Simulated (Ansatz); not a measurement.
```yaml
crystal:
  periodic: [false, false, false]
  atoms:
    - {symbol: C, position_ang: [-0.071656, -1.339842, 0.890086]}
    - {symbol: S, position_ang: [1.265194, -0.638669, -0.119435]}
    - {symbol: Ge, position_ang: [0.233516, 1.142432, -0.833220]}
    - {symbol: Cl, position_ang: [-1.533021, 0.659664, -1.934122]}
    - {symbol: Cl, position_ang: [1.554371, 2.236585, -2.084715]}
    - {symbol: Cl, position_ang: [-0.406361, 2.396660, 0.774032]}
    - {symbol: H, position_ang: [-0.347113, -0.664011, 1.698371]}
    - {symbol: H, position_ang: [-0.939408, -1.580592, 0.277725]}
    - {symbol: H, position_ang: [0.332979, -2.258530, 1.314179]}
basis:
  gaussian: {orbitals: def2-TZVP}
total_charge: -1
magnetization: {spin_polarized: true, initial_magnetization: 1}
hamiltonian: {xc: {name: B3LYP5}, pseudopotentials: {relativity: scalar}}
output: {forces: true}
```

```sh
$ ansatz run in.yaml --threads 4 --pin off --events-out ev --progress --plain --max-ram 11315MiB
```

Shortened log:

```
Functional definition: B3LYP5
1761 factors; their error is unknown
mean field evaluation 1: about -106596.5094 eV, gradient 3.3e1 eV
mean field evaluation 2: about -106589.8594 eV, gradient 5.1e1 eV
mean field evaluation 4: about -106601.2111 eV, gradient 2.7e0 eV
mean field evaluation 8: about -106601.2543 eV, gradient 1.4e-1 eV
mean field evaluation 16: about -106601.5652 eV, gradient 9.1e-4 eV
mean field -106601.56516195 eV, -3917.5352625657 hartree, gradient 3.0e-5 eV, S^2 0.752156; 0 other end points of the search recorded, 0 dependent functions left out
reference -106601.56545586 eV, -3917.5352733665 hartree; 55, 54 occupied and 190, 191 virtual orbitals, 1761 factors
Total energy: -106601.56545586 eV, -3917.5352733665 hartree
Relativity: scalar
Atom 0 at    -0.071656    -1.339842     0.890086 Å, force     0.013682    -0.111054     0.066850 eV/Å
Atom 1 at     1.265194    -0.638669    -0.119435 Å, force     2.015483    -2.388648     0.693261 eV/Å
Atom 2 at     0.233516     1.142432    -0.833220 Å, force    -0.003343    -0.264707     0.171274 eV/Å
Atom 3 at    -1.533021     0.659664    -1.934122 Å, force    -2.866455    -0.851108    -1.876379 eV/Å
Atom 4 at     1.554371     2.236585    -2.084715 Å, force     2.114704     1.489130    -1.835496 eV/Å
Atom 5 at    -0.406361     2.396660     0.774032 Å, force    -0.968306     2.075836     2.686396 eV/Å
Atom 6 at    -0.347113    -0.664011     1.698371 Å, force    -0.112897     0.019594     0.008712 eV/Å
Atom 7 at    -0.939408    -1.580592     0.277725 Å, force    -0.099125     0.040345     0.040681 eV/Å
Atom 8 at     0.332979    -2.258530     1.314179 Å, force    -0.093742    -0.009388     0.044702 eV/Å
Dipole moment:    -0.061245    -0.321803     0.232559 e Å
```

It took 16 s on 4 threads of an Arm Neoverse V2 on a shared host, with 1.4 GiB of host memory at the peak.
